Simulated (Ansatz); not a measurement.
`F[SiH2][SiH2]Cl` + `BN` → `BN[SiH2]Cl` + `F[SiH3]`  (cleavage of the Si–Si bond)

Isolated molecules relaxed with PBE0-D4/def2-TZVP in Ansatz; ΔE leaves out vibrations. CCSD(T)/CBS is the MP2 limit (def2-TZVPP, def2-QZVPP) plus CCSD(T) − MP2 in def2-TZVPP, frozen cores. This one scheme is used for every species. Functionals use def2-TZVPP. B3LYP here is the variant with VWN-RPA as its local correlation; programs differ in this. One conformer a species, not always the lowest.

```json
{"species": "`F[SiH2][SiH2]Cl`", "B3LYP-D4 energy (Eh)": "-1141.68559"}
{"species": "`BN`", "B3LYP-D4 energy (Eh)": "-82.08656"}
{"species": "`BN[SiH2]Cl`", "B3LYP-D4 energy (Eh)": "-832.52048"}
{"species": "`F[SiH3]`", "B3LYP-D4 energy (Eh)": "-391.27327"}
```

Problem. Work out ΔE.

Solution. ΔE = (-832.52048) + (-391.27327) − (-1141.68559) − (-82.08656) = -0.02160 Eh = -56.7 kJ/mol. CCSD(T)/CBS gives -63.0 kJ/mol.

Largest T1 diagnostic among the species: 0.012.

From PBE to PBE0 (25 % exact exchange), in def2-TZVPP and without D4, ΔE moves by −7.8 kJ/mol. In def2-TZVPP, CCSD(T) changes the Hartree–Fock value by +12.1 kJ/mol (the triples alone add +1.3 kJ/mol) and MP2 by +3.8 kJ/mol.
